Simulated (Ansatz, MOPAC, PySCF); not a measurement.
Dimer: PH3 (SMILES P) (first 4 atoms) with AsH3 (SMILES [AsH3]); geometry from B3LYP-D3(BJ)/def2-TZVP.
(charge 0, multiplicity 1):
```xyz
8

P     -0.552     0.177     0.274
H      0.716    -0.456     0.256
H     -1.264    -1.048     0.245
H     -0.594     0.343    -1.135
As    -0.451    -0.241     3.890
H     -1.815     0.436     3.928
H      0.282     1.092     3.948
H     -0.416    -0.402     5.408
```

Interaction energies are E(AB) − E(A) − E(B) at the monomers' geometry in the complex; basis-set methods are counterpoise corrected. Rows marked so take none.

Rows in 6-31G* carry no dispersion term and start afresh at each structure (6-31G* with six Cartesian d functions); the Pople sets are all-electron and without relativity. The state that PM6 reach isn't checked.

Run with Ansatz (a first-principles code); MOPAC for PM6 (differences of heats of formation); PySCF for 6-31G* rows, the dispersion terms. 

Problem. One of these levels gives -1.62 kcal/mol for the interaction energy. Which one is it?
(A) PBE/def2-TZVPPD
(B) HF/6-31G* (no counterpoise)
(C) revPBE-D4/def2-TZVPPD
(D) PM6

Solution. C, revPBE-D4/def2-TZVPPD. The others give 2.23 (PM6), 0.69 (HF/6-31G* (no counterpoise)), -0.69 (PBE/def2-TZVPPD)
